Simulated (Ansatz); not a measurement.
Start from `CC[SiH2]C#N` and change one atom or group to get `N#C[SiH2]C#N`.

Ansatz, PBE0-D4/def2-TZVP geometries, multiplicity 1. Each molecule was computed in one conformer, which needn't be the lowest.

```tsv
property	`CC[SiH2]C#N`
HOMO energy (PBE0/def2-TZVPP) / eV	-9.05
zero-point energy (PBE0-D4/def2-TZVP) / kJ/mol	239.2
HOMO energy (ωB97M-V/def2-TZVPP) / eV	-11.28
size of the dipole moment (PBE/def2-TZVPP) / D	3.95
LUMO energy (B3LYP/def2-TZVPP) / eV	-0.71
size of the dipole moment (B3LYP/def2-TZVPP) / D	4.01
```

(1) What does the change do to each property? (An estimate is asked.)

Answers

(1) The calculation gave: 
```json
{"property": "HOMO energy (PBE0/def2-TZVPP) / eV", "`N#C[SiH2]C#N`": "-10.32", "shift": "-1.27"}
{"property": "zero-point energy (PBE0-D4/def2-TZVP) / kJ/mol", "`N#C[SiH2]C#N`": "89.2", "shift": "-150.0"}
{"property": "HOMO energy (ωB97M-V/def2-TZVPP) / eV", "`N#C[SiH2]C#N`": "-12.58", "shift": "-1.30"}
{"property": "size of the dipole moment (PBE/def2-TZVPP) / D", "`N#C[SiH2]C#N`": "3.54", "shift": "-0.41"}
{"property": "LUMO energy (B3LYP/def2-TZVPP) / eV", "`N#C[SiH2]C#N`": "-1.85", "shift": "-1.14"}
{"property": "size of the dipole moment (B3LYP/def2-TZVPP) / D", "`N#C[SiH2]C#N`": "3.66", "shift": "-0.35"}
```

With PBE0 the HOMO falls by 1.27 eV and the LUMO falls by 1.17 eV, so the gap widens by about 0.10 eV. PBE moves the HOMO by -1.23 eV and ωB97M-V by -1.30 eV. The zero-point energy changes by -150.0 kJ/mol with -15 modes. Dipoles are sizes alone; their direction can turn.

B3LYP here is the variant with VWN-RPA as its local correlation; programs differ in this.
